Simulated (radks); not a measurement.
Isoelectronic series with 7 electrons, all held in the configuration [He] 2s2 2p3, which need not be the ground one along the series. All-electron calculation, Dirac Kohn-Sham, PBE, spin-unpolarised, spherical densities, finite nucleus; open shells fill j = l - 1/2 first; Fermi nuclear charge, rms radius of each element as measured or else 0.836 A^(1/3) + 0.57 fm. Program: a radial shooting solver on a logarithmic mesh with Libxc functionals. Total energies (hartree) and orbital eigenvalues (hartree):

ion,E (hartree),2p3/2,2p1/2
V16+,-768.99591,-40.91020,-41.22270
Cr17+,-841.99315,-45.58607,-45.96410
Mn18+,-918.38615,-50.51318,-50.96660
Fe19+,-998.18839,-55.69166,-56.23131
Co20+,-1081.41385,-61.12167,-61.75942
Ni21+,-1168.07749,-66.80338,-67.55217
Cu22+,-1258.19421,-72.73698,-73.61086
Zn23+,-1351.78070,-78.92264,-79.93687
Ga24+,-1448.85353,-85.36058,-86.53164
As26+,-1653.52987,-98.99417,-100.5336
Se27+,-1761.17084,-106.1903,-107.9440
Br28+,-1872.37347,-113.6396,-115.6296
Kr29+,-1987.15832,-121.3423,-123.5923
Rb30+,-2105.54710,-129.2988,-131.8338
Sr31+,-2227.56204,-137.5093,-140.3563
Zr33+,-2482.56454,-154.6935,-158.2520
Nb34+,-2615.60073,-163.6678,-167.6296
Mo35+,-2752.36078,-172.8973,-177.2967
Tc36+,-2892.87454,-182.3823,-187.2557

Estimate the row of Ge25+.

Answer. E (hartree) -1549.43033; 2p3/2 -92.05102; 2p1/2 -93.39668.
